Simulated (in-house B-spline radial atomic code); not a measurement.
How numerical settings move a run on Zn³⁺, [Ar] 3d9. Computed with a B-spline radial code for spherical atoms: Dirac-Hartree-Fock, average of configuration, Fermi nucleus of rms radius 3.9283 fm.

Command:
```bash
python run_scf.py task.json out
```
Settings of the sound reference run:
```
Z                30
electrons        27
configuration    [Ar] 3d9
hamiltonian      dirac
method           hf
spin_polarised   False
nucleus          fermi
rms_radius       3.9283
mass_number      64
atomic_mass      63.92914
speed_of_light   137.036
knot_spacing     0.22
spline_order     8
gauss_points     12
box_radius       16.22
max_iterations   70
damping          0.5
damped_steps     3
diis_vectors     10
tolerance        1e-08
start            Thomas-Fermi
```

Run time, properties included: 1.3 s on 1 thread of Intel(R) Xeon(R) 6975P-C (shared host).

It converges in 10 iterations to -1792.342466 hartree, with 3d5/2 at -62.6184 eV. The other runs change the listed settings, some to values that make no sense; their results aren't properties of the atom or ion. Radii are in bohr (the nuclear one in fm), a minus after a letter asks for a j subshell, and «unchanged» means within 1e-8 hartree. The run stops when the residual is below 10 × tolerance × max(1, Z/10), or a noise floor if that is larger, and the energy moves by less than 1e-8 × √|E| hartree; so very loose and very tight tolerances often act alike.

| changed settings | outcome |
| --- | --- |
| spline_order = 4 | converged in 10 iterations, energy +6.19e-04 hartree from the reference, 3d5/2 level -2.2e-04 eV |
| box_radius = 0.97 | converged in 8 iterations, energy +5.35e+01 hartree from the reference, 3d5/2 level +1.9e+02 eV (the program warns: 3d5/2 has a positive eigenvalue: unbound, held by the box; 3p1/2 has a positive eigenvalue: unbound, held by the box) |
| knot_spacing = 1.4, box_radius = 0.65, max_iterations = 100, damping = 0 | converged in 6 iterations, energy +2.63e+02 hartree from the reference, 3d5/2 level +6.0e+02 eV (the program warns: 3d5/2 has a positive eigenvalue: unbound, held by the box; 3s1/2 has a positive eigenvalue: unbound, held by the box) |
| max_iterations = 3 | not converged after 3 iterations, last residual 1.0e-01, last energy +2.22e-01 hartree from the reference |
| electrons = 29, configuration = [Ar] 3d11, max_iterations = 60 | stopped with error: shell 3d holds at most 10 electrons |
| box_radius = 3.24 | converged in 10 iterations, energy +1.43e-02 hartree from the reference, 3d5/2 level +3.8e-01 eV (the program warns: 3d5/2 reaches the box edge; 3s1/2 reaches the box edge) |
| spline_order = 3, box_radius = 32.44, max_iterations = 50, damping = 0, diis_vectors = 20 | converged in 11 iterations, energy +3.98e-02 hartree from the reference, 3d5/2 level -1.1e-02 eV |
| spline_order = 3 | converged in 10 iterations, energy +3.98e-02 hartree from the reference, 3d5/2 level -1.1e-02 eV |
| box_radius = 1.62 | converged in 9 iterations, energy +3.52e+00 hartree from the reference, 3d5/2 level +2.7e+01 eV (the program warns: 3d5/2 reaches the box edge; 3s1/2 reaches the box edge) |
| spline_order = 7 | converged in 10 iterations, energy +5.49e-08 hartree from the reference |
| spline_order = 5 | converged in 10 iterations, energy +1.80e-05 hartree from the reference, 3d5/2 level -8.3e-06 eV |
| box_radius = 2.43 | converged in 9 iterations, energy +2.05e-01 hartree from the reference, 3d5/2 level +3.2e+00 eV (the program warns: 3d5/2 reaches the box edge; 3s1/2 reaches the box edge) |
| max_iterations = 2 | not converged after 2 iterations, last residual 5.1e-01, last energy +5.43e+00 hartree from the reference |
| box_radius = 0.97, max_iterations = 3, damping = 0.8 | not converged after 3 iterations, last residual 4.5e-02, last energy +5.35e+01 hartree from the reference |
| electrons = 30, configuration = [Ar] 3d9 4s3, max_iterations = 60 | stopped with error: shell 4s holds at most 2 electrons |
| spline_order = 6 | converged in 10 iterations, energy +8.47e-07 hartree from the reference, 3d5/2 level -5.5e-07 eV |

**Question.** What happens with box_radius = 0.65?

**Answer.** Converged in 8 iterations, energy +2.63e+02 hartree from the reference, 3d5/2 level +6.0e+02 eV (the program warns: 3d5/2 has a positive eigenvalue: unbound, held by the box; 3s1/2 has a positive eigenvalue: unbound, held by the box).

**Question.** What happens with box_radius = 4.87?

**Answer.** Converged in 10 iterations, energy +5.15e-05 hartree from the reference, 3d5/2 level +2.7e-03 eV (the program warns: 3d5/2 reaches the box edge; 3d3/2 reaches the box edge).

**Question.** What happens with max_iterations = 8, diis_vectors = 1, tolerance = 1e-10?

**Answer.** Not converged after 8 iterations, last residual 5.0e-03, last energy +5.79e-04 hartree from the reference.

**Question.** What happens with max_iterations = 5?

**Answer.** Not converged after 5 iterations, last residual 9.2e-03, last energy +1.82e-03 hartree from the reference.
